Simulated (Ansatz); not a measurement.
Two members of one family (Series MgMeX), computed with Ansatz in the gas phase; def2 core potentials for I, no spin–orbit coupling. The two geometries come from different levels. A negative affinity means that the extra electron isn't bound at that geometry and level; within about 0.2 eV of zero the sign isn't settled. Binding counts from free atoms in the multiplicity of their measured ground term, without zero-point energy. A dash marks a value that wasn't run or was left out as unsound. The structures are stationary points that may keep the symmetry of their start. Remarks come from the PBE and PBE0 runs and from stability tests at other levels; not every state was tested. A HOMO above zero means that the electron is unbound at that level and held by the basis, or that self-interaction error raises the level; the energy of removing that electron tells which. HOMO above LUMO (over both spins in singlets and doublets, within one spin in higher multiplets; at PBE or PBE0), or a gap under 0.15 eV within one spin, warns that the state may not be the lowest or that an electron is smeared out.

First: MgMeI (singlet, charge 0, PBE-D4/def2-TZVP geometry).

```xyz
6

Mg    1.070   -0.162   -0.409
C    -0.853    0.137    0.327
H    -0.921    1.078    0.894
H    -1.151   -0.682    0.998
H    -1.587    0.184   -0.491
I     3.442   -0.555   -1.319
```

```
               level  HOMO (eV)  LUMO (eV)  gap (eV)  vertical IE (eV)  vertical EA (eV)  vertical triplet (eV)  binding per atom (eV)
 r2SCAN-D4/def2-TZVP      -6.50      -1.46      5.04              9.11                 –                   4.27                   3.10
r2SCAN-D4/def2-TZVPD      -6.50      -1.47      5.04                 –             -0.02                      –                   3.10
   PBE0-D4/def2-TZVP      -7.40      -1.20      6.20              9.30                 –                   4.40                   3.06
  PBE0-D4/def2-TZVPD      -7.41      -1.22      6.18                 –              0.00                      –                   3.07
  HSE06-D4/def2-TZVP      -7.01      -1.55      5.45                 –                 –                      –                   3.07
```

Remarks: gap within one spin near zero at PBE or PBE0 (+1 doublet), HOMO above zero (-1 doublet), gap within one spin near zero at PBE or PBE0 (triplet), HOMO above LUMO (triplet).

Second: MgMeCl (singlet, charge 0, r2SCAN-D4/def2-TZVP geometry).

```
atom   x (Å)   y (Å)   z (Å)
 Mg1   1.051  -0.494  -0.362
  C2  -0.731   0.344   0.270
  H3  -0.736   0.545   1.344
  H4  -1.582  -0.313   0.061
  H5  -0.929   1.295  -0.237
 Cl6   2.928  -1.377  -1.077
```

Task: Estimate the same table for the second.

Result: 
```
               level  HOMO (eV)  LUMO (eV)  gap (eV)  vertical IE (eV)  vertical EA (eV)  vertical triplet (eV)  binding per atom (eV)
 r2SCAN-D4/def2-TZVP      -6.61      -1.30      5.31              9.67                 –                   4.54                   3.28
r2SCAN-D4/def2-TZVPD      -6.61      -1.31      5.29                 –             -0.09                      –                   3.28
   PBE0-D4/def2-TZVP      -7.61      -1.07      6.55              9.85                 –                   4.67                   3.24
  PBE0-D4/def2-TZVPD      -7.62      -1.11      6.51                 –             -0.08                      –                   3.24
  HSE06-D4/def2-TZVP      -7.21      -1.42      5.79                 –                 –                      –                   3.25
```

Remarks: gap within one spin near zero at PBE or PBE0 (+1 doublet), HOMO above zero (-1 doublet), gap within one spin near zero at PBE or PBE0 (triplet).
